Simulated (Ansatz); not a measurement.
```yaml
crystal:
  periodic: [false, false, false]
  atoms:
    - {symbol: C, position_ang: [-0.194105, -2.536845, 0.608325]}
    - {symbol: N, position_ang: [-0.601151, -1.184491, 0.297798]}
    - {symbol: Si, position_ang: [0.434026, 0.079071, -0.114057]}
    - {symbol: F, position_ang: [0.931566, 0.073522, -1.639680]}
    - {symbol: O, position_ang: [-0.409463, 1.452558, 0.104028]}
    - {symbol: C, position_ang: [-0.073962, 2.710079, -0.439803]}
    - {symbol: H, position_ang: [-0.705484, -2.912631, 1.499564]}
    - {symbol: H, position_ang: [-0.378666, -3.236239, -0.214742]}
    - {symbol: H, position_ang: [0.877767, -2.558122, 0.819988]}
    - {symbol: H, position_ang: [-1.592506, -1.058497, 0.173327]}
    - {symbol: H, position_ang: [1.684039, -0.017323, 0.670902]}
    - {symbol: H, position_ang: [0.158536, 2.638332, -1.506354]}
    - {symbol: H, position_ang: [-0.929369, 3.374994, -0.310294]}
    - {symbol: H, position_ang: [0.785673, 3.146293, 0.079797]}
basis:
  gaussian: {orbitals: cc-pVTZ-DK, final_grid: {core_spheres: 1, valence_spheres: 1, degree: 3}}
hamiltonian: {xc: {name: PBE}}
```

```sh
$ ansatz run in.yaml --threads 2 --pin off --events-out ev --progress --plain --max-ram 32768MiB --backend cuda --devices 0, --max-vram 18GiB
```

It prints (some lines left out):

```
Functional definition: PBE
1570 factors; their error is unknown
mean field evaluation 1: about -16334.1509 eV, gradient 9.4e1 eV
mean field evaluation 2: about -16292.9138 eV, gradient 1.6e2 eV
mean field evaluation 4: about -16350.8161 eV, gradient 1.5e1 eV
mean field evaluation 8: about -16351.1582 eV, gradient 2.7e-1 eV
a density is far from that of the atoms, so the factors are made again for it
2719 factors; integrals over basis functions are off by at most 1.6e-4 eV
mean field -16585.75826843 eV, -609.5153741340 hartree, gradient 2.3e-5 eV, S^2 0.000000; 3 other end points of the search recorded, 0 dependent functions left out
reference -16585.75851865 eV, -609.5153833294 hartree; 29, 29 occupied and 267, 267 virtual orbitals, 2719 factors
Total energy: -16585.75851865 eV, -609.5153833294 hartree
Relativity: scalar
```

Question: Something in this input is off. What?

Answer: The integration grid is far too coarse. Self-consistency was reached. The result belongs to that input, not to the molecule as meant.
